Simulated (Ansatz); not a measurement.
SiMe3(NHtBu) (C7H19NSi). The state is a singlet with charge 0. Geometry r2SCAN-D4/def2-SVP.

Cartesian coordinates in Å:
```
Si -0.159 -1.222 -0.679
C 1.111 -2.474 -1.278
H 1.870 -2.007 -1.928
H 0.627 -3.274 -1.862
H 1.634 -2.949 -0.432
C -1.452 -2.104 0.367
H -1.004 -2.492 1.297
H -1.870 -2.961 -0.190
H -2.296 -1.453 0.647
C -1.038 -0.477 -2.176
H -1.796 0.271 -1.889
H -1.557 -1.260 -2.754
H -0.322 0.020 -2.853
N 0.778 -0.074 0.253
C 0.416 1.235 0.807
C -1.031 1.200 1.306
C 1.350 1.533 1.987
C 0.565 2.343 -0.252
H 1.776 -0.120 0.055
H -1.307 2.167 1.756
H -1.736 1.007 0.480
H -1.162 0.412 2.064
H 1.254 0.750 2.756
H 1.125 2.510 2.445
H 2.402 1.554 1.653
H -0.108 2.156 -1.105
H 1.598 2.371 -0.637
H 0.330 3.339 0.161
```

(1) Estimate the orbital energies around the gap (eV) in Ansatz with HF/def2-TZVP, PBE-D4/def2-SVP, PBE-D4/def2-TZVP, PBE0-D4/def2-TZVP, ωB97X-V/def2-TZVP.

Answers

(1) 
```json
{"orbital": "HOMO−5", "HF/def2-TZVP": "-13.15", "PBE-D4/def2-SVP": "-8.17", "PBE-D4/def2-TZVP": "-8.26", "PBE0-D4/def2-TZVP": "-9.66", "ωB97X-V/def2-TZVP": "-12.13"}
{"orbital": "HOMO−4", "HF/def2-TZVP": "-12.99", "PBE-D4/def2-SVP": "-7.92", "PBE-D4/def2-TZVP": "-8.02", "PBE0-D4/def2-TZVP": "-9.43", "ωB97X-V/def2-TZVP": "-11.93"}
{"orbital": "HOMO−3", "HF/def2-TZVP": "-12.26", "PBE-D4/def2-SVP": "-7.48", "PBE-D4/def2-TZVP": "-7.57", "PBE0-D4/def2-TZVP": "-8.91", "ωB97X-V/def2-TZVP": "-11.34"}
{"orbital": "HOMO−2", "HF/def2-TZVP": "-11.68", "PBE-D4/def2-SVP": "-6.99", "PBE-D4/def2-TZVP": "-7.08", "PBE0-D4/def2-TZVP": "-8.41", "ωB97X-V/def2-TZVP": "-10.86"}
{"orbital": "HOMO−1", "HF/def2-TZVP": "-11.52", "PBE-D4/def2-SVP": "-6.94", "PBE-D4/def2-TZVP": "-7.02", "PBE0-D4/def2-TZVP": "-8.33", "ωB97X-V/def2-TZVP": "-10.74"}
{"orbital": "HOMO", "HF/def2-TZVP": "-9.67", "PBE-D4/def2-SVP": "-4.82", "PBE-D4/def2-TZVP": "-5.03", "PBE0-D4/def2-TZVP": "-6.36", "ωB97X-V/def2-TZVP": "-8.78"}
{"orbital": "LUMO", "HF/def2-TZVP": "3.22", "PBE-D4/def2-SVP": "0.46", "PBE-D4/def2-TZVP": "-0.07", "PBE0-D4/def2-TZVP": "0.71", "ωB97X-V/def2-TZVP": "2.49"}
{"orbital": "LUMO+1", "HF/def2-TZVP": "4.07", "PBE-D4/def2-SVP": "1.22", "PBE-D4/def2-TZVP": "0.69", "PBE0-D4/def2-TZVP": "1.50", "ωB97X-V/def2-TZVP": "3.34"}
{"orbital": "LUMO+2", "HF/def2-TZVP": "4.45", "PBE-D4/def2-SVP": "1.53", "PBE-D4/def2-TZVP": "0.97", "PBE0-D4/def2-TZVP": "1.80", "ωB97X-V/def2-TZVP": "3.64"}
{"orbital": "LUMO+3", "HF/def2-TZVP": "4.57", "PBE-D4/def2-SVP": "1.85", "PBE-D4/def2-TZVP": "1.25", "PBE0-D4/def2-TZVP": "2.05", "ωB97X-V/def2-TZVP": "3.85"}
{"orbital": "LUMO+4", "HF/def2-TZVP": "4.99", "PBE-D4/def2-SVP": "1.90", "PBE-D4/def2-TZVP": "1.34", "PBE0-D4/def2-TZVP": "2.20", "ωB97X-V/def2-TZVP": "4.12"}
{"orbital": "LUMO+5", "HF/def2-TZVP": "5.15", "PBE-D4/def2-SVP": "1.97", "PBE-D4/def2-TZVP": "1.48", "PBE0-D4/def2-TZVP": "2.36", "ωB97X-V/def2-TZVP": "4.27"}
```
